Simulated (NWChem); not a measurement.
Species: CaCl2; SMILES [Cl][Ca][Cl]

Results from NWChem. Pople sets run with spherical d functions. The geometry was optimised at PBE0-D3(BJ)/def2-TZVP. Static field.

For level B3LYP/6-31G*:

```yaml
isotropic polarisability (bohr³): 38.2
anisotropy (bohr³): 24.3
```

### Question
What are these values for level B3LYP/def2-TZVPD?

### Answer
The isotropic polarisability (bohr³) is 58.0 and the anisotropy (bohr³) is 26.7.
